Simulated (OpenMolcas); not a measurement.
**Ionisation energies of potassium**

```json
{
  "Program": "OpenMolcas",
  "Basis": "ANO-RCC-VDZP [5s4p1d]",
  "Scalar Hamiltonian": "DKH2, point nucleus",
  "Spin-orbit coupling": "state interaction with AMFI integrals over the reference wave functions, term energies averaged over their components"
}
```

Active shells in each charge state: the valence s, p, d shells, with orbitals averaged over the low states. Where CASPT2's correlated closed shells are named, they are those of the first ion.

A. CASSCF
B. SS-CASPT2, IPEA 0.25 Eh, imaginary shift 0.1 Eh (closed shells correlated: 3s 3p)
C. SS-CASPT2, IPEA 0.25 Eh, imaginary shift 0.1 Eh (closed shells correlated: 2s 2p 3s 3p)
D. SS-CASPT2, IPEA 0 Eh, imaginary shift 0.1 Eh (closed shells correlated: 3s 3p)
E. SS-CASPT2, IPEA 0.25 Eh, imaginary shift 0.1 Eh (closed shells correlated: none)

Energies in eV between the lowest computed levels, named as in B; reference values from the NIST Atomic Spectra Database with their kind.

```csv
From,To,A,B,C,D,E,Spin-orbit share in B,Reference
K 4s ²S_1/2,K+ 3p⁶ ¹S₀,4.020,4.193,4.193,4.205,4.020,+0.000,4.341 (measured)
```

Error against the reference values, in %:

```
From  Reference     A     B     C     D     E
   K   measured  -7.4  -3.4  -3.4  -3.1  -7.4
```

Absolute error against the one measured value: A 0.32 eV, B 0.15 eV, C 0.15 eV, D 0.14 eV, E 0.32 eV.

The lowest level within the active space need not be the ion's true ground level.
